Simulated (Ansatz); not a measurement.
Reaction: BNH3F (SMILES NBF) → BNH2F (SMILES N[B]F, doublet) + H (doublet) (the B-H bond breaks)
Each species at its own B3LYP-D3(BJ)/def2-TZVP minimum (Ansatz, an electronic-structure program), one conformer.

Property: bond dissociation energy (electronic), in kJ/mol. Open shells are spin-unrestricted; no spin-orbit coupling. CBS(X,Y): correlation extrapolated as X^-3, Hartree-Fock from the larger set (Q,5: extrapolated as (X+1)exp(-9√X)). A bracket is a step between two methods taken in the basis named. The functionals are non-relativistic, so their misses hold any scalar relativity. Double hybrids freeze cores in their MP2 part. '+ core + X2C': CCSD(T) terms for core correlation (cc-pwCVTZ) and scalar relativity (cc-pVTZ-DK). Where a partner has so few electrons that a lower coupled-cluster level is exact, that level stands in.

CCSD(T)/CBS(cc-pVQZ,cc-pV5Z) + [CCSDT(Q) - CCSD(T)]/cc-pVDZ + core + X2C (Ansatz) gives 474.9 kJ/mol.

Q: What does PBE/def2-TZVPD (Ansatz) give here, and how do the other levels compare?

A: PBE gives 448.9 kJ/mol, 26.0 kJ/mol below it. Differences of the others: r2SCAN/def2-TZVPD (Ansatz) -25.0; B3LYP/def2-TZVPD (Ansatz) -7.7; PBE0/def2-TZVPD (Ansatz) -21.7; wB97M-V/def2-TZVPD (Ansatz) 2.8; B2PLYP/def2-TZVPD (Ansatz) -9.1; CCSD(T)/CBS(cc-pVQZ,cc-pV5Z) + core + X2C (Ansatz) 0.2 kJ/mol. Nearer than PBE: r2SCAN/def2-TZVPD, B3LYP/def2-TZVPD, PBE0/def2-TZVPD, wB97M-V/def2-TZVPD, B2PLYP/def2-TZVPD, CCSD(T)/CBS(cc-pVQZ,cc-pV5Z) + core + X2C.
